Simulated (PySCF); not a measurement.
# Trend along group 12: MTl cations

PBE with double-zeta basis sets in PySCF, for the lowest determinant that a PBE0 search found; no spin–orbit coupling. De refers to high-spin ground-configuration atoms (the charge goes to the atom of lower measured ionisation energy or higher electron affinity, which is not always the lowest computed limit). A positive dipole points towards Tl; it is taken about the centre of mass and depends on that origin.

```json
{"M": "Zn", "basis": "def2-SVP", "charged atom": "Tl+", "state (unpaired electrons)": "singlet (closed shell)", "Re (Å)": "3.085", "ωe (cm⁻¹)": "91.2", "De (eV)": "n/a", "μ (D)": "-1.41"}
{"M": "Cd", "basis": "def2-SVP", "charged atom": "Tl+", "state (unpaired electrons)": "singlet (closed shell)", "Re (Å)": "3.289", "ωe (cm⁻¹)": "67.5", "De (eV)": "n/a", "μ (D)": "0.77"}
{"M": "Hg", "basis": "def2-SVP", "charged atom": "Tl+", "state (unpaired electrons)": "singlet (closed shell)", "Re (Å)": "3.275", "ωe (cm⁻¹)": "55.2", "De (eV)": "n/a", "μ (D)": "4.19"}
```

The shortest bond is that of TlZn⁺ (3.085 Å), the longest that of TlCd⁺ (3.289 Å).

Down a group the atoms grow and get heavier, so bonds lengthen and wavenumbers fall; the exceptions here are the shorter bond at Hg. Relativity and the filled 4f shell contract the atoms of the sixth period.

Closed-shell solutions of metal pairs were not tested for spin polarisation, which can lower them a little. Spin–orbit coupling is left out.
